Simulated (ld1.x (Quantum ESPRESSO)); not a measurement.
**Before and after: RRKJ potential for N (Z = 7)**

- Element: N (Z = 7)
- Generator: ld1.x (Quantum ESPRESSO) 7.5
- Type: norm-conserving RRKJ (Kleinman–Bylander form)
- Functional: LDA (PZ)
- Relativity: non-relativistic
- Frozen core: [He]
- Valence charge: 5
- Reference configuration: 2s2 2p3
- Partial waves: 2p (bound): rc 1.90 bohr; 2s (bound): rc 0.90 bohr
- Local potential: the s channel
- Core correction: none

Change: core correction a·sin(br)/r model core inside 0.72 bohr.

Cutoffs: the cutoffs (Ry, on a coarse ladder) from which the occupation-weighted sum of valence levels, in a spherical-Bessel basis at the reference potential, stays within 10 and 1 mRy of its value at 400 Ry; they do not see the model core or the augmentation charge, which bear on the density cutoff. Errors are all-electron minus pseudo energies relative to the spin-unpolarised reference configuration.

**Question.** How do hardness, ghosts and transferability respond?

**Answer.** The potential gets neither clearly harder nor softer (50 Ry and 140 Ry → 50 Ry and 140 Ry); of the 9 tests that both files solve, the error grows in 0 and shrinks in 2 by more than 15 % and 0.3 meV (median size 122.2 → 87.7 meV); neither file shows a bound ghost. A model core, the more so a compact one, raises the density cutoff, which this test does not measure.

| quantity | base | changed |
| --- | --- | --- |
| cutoff, loose | 50 Ry | 50 Ry |
| cutoff, tight | 140 Ry | 140 Ry |
| bound ghosts | none | none |
| error for 2s2 2p2, meV [ΔE 13.74 eV] | +50 | +49 |
| error for 2s2 2p1, meV [ΔE 42.71 eV] | +458 | +452 |
| error for 2s2 2p0, meV [ΔE 89.88 eV] | +1874 | +1843 |
| error for 2s1 2p0, meV [ΔE 167.30 eV] | +3157 | +3038 |
| error for 2s2 2p3.3, meV [ΔE -1.67 eV] | +0.6 | +0.6 |
| error for 2s0 2p5, meV [ΔE 22.39 eV] | +25 | +23 |
| error for 2s1 2p3, meV [ΔE 25.16 eV] | -70 | -72 |
| error for 2s2 2p3 (spin-polarised), meV [ΔE -2.89 eV] | +147 | +96 |
| error for 2s2 2p2 (spin-polarised), meV [ΔE 12.05 eV] | +122 | +88 |
| s: phases at 2.06 bohr within 0.05 rad from the reference energy up to (Ry; the scan ends near 5) | 3.2 | 3.2 |
| p: phases at 2.06 bohr within 0.05 rad from the reference energy up to (Ry; the scan ends near 5) | 1.9 | 1.9 |
